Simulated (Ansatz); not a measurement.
SiCl3(NHEt) (C2H6Cl3NSi). Total charge 0; singlet. Geometry r2SCAN-D4/def2-SVP; atoms count from 1.

Cartesian coordinates in Å:
```
C -0.5975 -0.7801 0.3549
C 0.6597 -1.6344 0.4640
Cl 0.0563 3.6181 0.0471
Cl 1.5572 1.3899 -1.9250
Cl -1.7117 1.6636 -2.0676
N -0.3495 0.6520 0.5043
Si -0.1198 1.7452 -0.7700
H -0.0232 0.9377 1.4246
H -1.3418 -1.0940 1.1086
H -1.0815 -0.9364 -0.6245
H 1.3888 -1.3576 -0.3132
H 0.4191 -2.7036 0.3516
H 1.1440 -1.5004 1.4454
```

Question: Estimate the Mulliken populations from the PBE0/def2-TZVP orbitals of Ansatz.

Answer: 
| atom | charge (e) |
| --- | --- |
| C1 | -0.12 |
| C2 | -0.36 |
| Cl3 | -0.20 |
| Cl4 | -0.21 |
| Cl5 | -0.20 |
| N6 | -0.38 |
| Si7 | 0.65 |
| H8 | 0.23 |
| H9 | 0.12 |
| H10 | 0.12 |
| H11 | 0.13 |
| H12 | 0.12 |
| H13 | 0.11 |
Mulliken values and Mayer orders depend strongly on the basis.

Question: And the Mayer bond orders between bonded heavy atoms (over 0.3)?

Answer: C1–C2 1.01 (1.52 Å); C1–N6 0.94 (1.46 Å); Cl3–Si7 1.19 (2.05 Å); Cl4–Si7 1.16 (2.07 Å); Cl5–Si7 1.18 (2.06 Å); N6–Si7 1.28 (1.69 Å).
